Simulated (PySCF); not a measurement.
**Polarisability and C₆ of C⁻ (carbon, charge -1)**

[He] 2s2 2p3, high-spin 4S determinant. All numbers are calculated (PySCF 2.14, the non-relativistic Hamiltonian (point nucleus), in def2-TZVPPD (6s3p3d1f, 37 functions)). Coupled (time-dependent) response in atomic units; α is the mean over directions.

| method | mean α (bohr³) | C₆ (like pair) | S(−4) |
| --- | --- | --- | --- |
| UHF | 29.66 | 181.3 | 692.8 |

S(−4) is the Cauchy moment in α(ω) = α(0) + S(−4) ω² + …

α(iu) at UHF:

```json
{"u (hartree)": "0", "α(iu) (bohr³)": "29.66"}
{"u (hartree)": "0.0500", "α(iu) (bohr³)": "28.10"}
{"u (hartree)": "0.100", "α(iu) (bohr³)": "24.77"}
{"u (hartree)": "0.200", "α(iu) (bohr³)": "18.36"}
{"u (hartree)": "0.300", "α(iu) (bohr³)": "13.69"}
{"u (hartree)": "0.500", "α(iu) (bohr³)": "8.079"}
{"u (hartree)": "0.750", "α(iu) (bohr³)": "4.753"}
{"u (hartree)": "1.00", "α(iu) (bohr³)": "3.118"}
{"u (hartree)": "1.50", "α(iu) (bohr³)": "1.635"}
{"u (hartree)": "2.00", "α(iu) (bohr³)": "1.002"}
{"u (hartree)": "3.00", "α(iu) (bohr³)": "0.4846"}
{"u (hartree)": "5.00", "α(iu) (bohr³)": "0.1871"}
```

A single London oscillator, α(iu) = α/(1 + u²/ω²), gives C₆ = (3/4) ω α². Matching the computed C₆ needs ω = 4 × 181.3 / (3 × 29.66²) = 0.275 hartree.

For an ion, C₆ is the dispersion term alone; charge-induced terms of lower order in 1/R come first.
